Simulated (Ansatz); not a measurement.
C2H4Cl2Si: structure from calculated spectroscopic constants

These gas-phase data were calculated for one isomer of C2H4Cl2Si at r2SCAN-D4/def2-SVP (harmonic, unscaled wavenumbers; equilibrium rotational constants with average atomic masses):

```
rotational constants            : 2.766, 1.777, 1.089 GHz
all wavenumbers above 1500 cm⁻¹ : 3156, 3124, 3079, 3008
```

Candidates:

(1) `C=C[SiH](Cl)Cl`, a singlet
(2) `CC=[Si](Cl)Cl`, a singlet

**Question.** Which candidate do the data belong to?

**Answer.** Candidate (2). No mode falls between 2000 and 2380 cm⁻¹, where the Si–H stretch of (1) would stand.

The same quantities for all candidates:

```
     rotational constants (GHz)   wavenumbers above 1500 cm⁻¹  E above the lowest, r2SCAN-D4/def2-SVP (kcal/mol)
(1)         2.697, 1.938, 1.249  3225, 3132, 3120, 2271, 1659                                                0.0
(2)         2.766, 1.777, 1.089        3156, 3124, 3079, 3008                                               23.1
```

Harmonic stretches to hydrogen usually lie a few per cent above observed fundamentals. Each candidate is one conformer. Programs: Ansatz 0.2.0.
